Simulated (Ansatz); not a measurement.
```yaml
crystal:
  periodic: [false, false, false]
  atoms:
    - {symbol: C, position_ang: [-1.531601, -1.329397, -0.494588]}
    - {symbol: N, position_ang: [-0.101644, -0.994447, -0.452422]}
    - {symbol: B, position_ang: [0.257070, 0.616626, -0.156393]}
    - {symbol: C, position_ang: [1.858897, 0.709267, -0.265828]}
    - {symbol: C, position_ang: [-0.375598, 1.014323, 1.265584]}
    - {symbol: F, position_ang: [-0.393054, 1.248017, -1.241138]}
    - {symbol: H, position_ang: [-1.692532, -2.359466, -0.816588]}
    - {symbol: H, position_ang: [-2.018191, -0.642835, -1.184713]}
    - {symbol: H, position_ang: [-1.956100, -1.187287, 0.497051]}
    - {symbol: H, position_ang: [0.380908, -1.561520, 0.238003]}
    - {symbol: H, position_ang: [0.328187, -1.199085, -1.350861]}
    - {symbol: H, position_ang: [2.383570, 0.136266, 0.508219]}
    - {symbol: H, position_ang: [2.176054, 1.749568, -0.147602]}
    - {symbol: H, position_ang: [2.240741, 0.378740, -1.240542]}
    - {symbol: H, position_ang: [-1.470632, 0.987980, 1.279202]}
    - {symbol: H, position_ang: [-0.015443, 0.390976, 2.093180]}
    - {symbol: H, position_ang: [-0.089531, 2.041972, 1.509436]}
basis:
  gaussian: {orbitals: def2-mTZVPP}
total_charge: -1
magnetization: {spin_polarized: true, initial_magnetization: 1}
hamiltonian: {xc: {name: B2PLYP}, pseudopotentials: {relativity: scalar}}
output: {forces: true}
```

```sh
$ ansatz run in.yaml --threads 4 --pin off --events-out ev --progress --plain --max-ram 11315MiB
```

Output, abridged:

```
Functional definition: B2PLYP
1657 factors; integrals over basis functions are off by at most 1.3e-3 eV
mean field evaluation 1: about -8159.5898 eV, gradient 3.2e1 eV
mean field evaluation 2: about -8159.6326 eV, gradient 3.2e1 eV
mean field evaluation 4: about -8164.5654 eV, gradient 2.2e0 eV
mean field evaluation 8: about -8164.6166 eV, gradient 3.8e-1 eV
mean field evaluation 16: about -8164.6194 eV, gradient 1.8e-3 eV
a density is far from that of the atoms, so the factors are made again for it
1691 factors; integrals over basis functions are off by at most 1.3e-3 eV
mean field evaluation 64: about -8164.6193 eV, gradient 1.9e-5 eV
mean field -8164.61933790 eV, -300.0442264902 hartree, gradient 9.0e-6 eV, S^2 0.751014; 3 other end points of the search recorded, 0 dependent functions left out
6 core orbitals not correlated: weight in the atoms' cores, before any rotation towards them, 1.000 or more for the frozen orbitals, at most 0.000 for the correlated occupied ones
reference -8164.61953873 eV, -300.0442338705 hartree; 20, 19 occupied and 153, 154 virtual orbitals, 1691 factors
second order -33.04912371 eV of doubles, -0.00000000 eV of singles
Total energy: -8173.54280213 eV, -300.3721577521 hartree
Relativity: scalar
Atom 0 at    -1.531601    -1.329397    -0.494588 Å, force    -0.366334    -0.081473    -0.145935 eV/Å
Atom 1 at    -0.101644    -0.994447    -0.452422 Å, force    -0.613810     1.472904     0.032001 eV/Å
Atom 2 at     0.257070     0.616626    -0.156393 Å, force     0.284885    -1.294109     0.074770 eV/Å
Atom 3 at     1.858897     0.709267    -0.265828 Å, force     0.013943     0.045681     0.117749 eV/Å
Atom 4 at    -0.375598     1.014323     1.265584 Å, force     0.120039     0.041033     0.161831 eV/Å
Atom 5 at    -0.393054     1.248017    -1.241138 Å, force    -0.266717     0.651004    -0.379817 eV/Å
Atom 6 at    -1.692532    -2.359466    -0.816588 Å, force     0.071606     0.017843     0.043529 eV/Å
Atom 7 at    -2.018191    -0.642835    -1.184713 Å, force     0.031926    -0.038678    -0.067230 eV/Å
Atom 8 at    -1.956100    -1.187287     0.497051 Å, force     0.089983    -0.102314     0.078255 eV/Å
Atom 9 at     0.380908    -1.561520     0.238003 Å, force     0.601415    -0.731418     1.161925 eV/Å
Atom 10 at     0.328187    -1.199085    -1.350861 Å, force     0.275842    -0.177913    -0.875799 eV/Å
Atom 11 at     2.383570     0.136266     0.508219 Å, force    -0.177453    -0.115704     0.007614 eV/Å
Atom 12 at     2.176054     1.749568    -0.147602 Å, force     0.000702     0.267294     0.019236 eV/Å
Atom 13 at     2.240741     0.378740    -1.240542 Å, force    -0.116060    -0.077369     0.018908 eV/Å
Atom 14 at    -1.470632     0.987980     1.279202 Å, force    -0.020460    -0.020429    -0.032860 eV/Å
Atom 15 at    -0.015443     0.390976     2.093180 Å, force     0.031875    -0.092373    -0.213141 eV/Å
Atom 16 at    -0.089531     2.041972     1.509436 Å, force     0.038618     0.236022    -0.001037 eV/Å
Dipole moment:    -0.582191    -0.230217    -0.202499 e Å
```

Run time 31 s (4 threads of an Arm Neoverse V2 on a shared host); peak host memory 1 GiB.
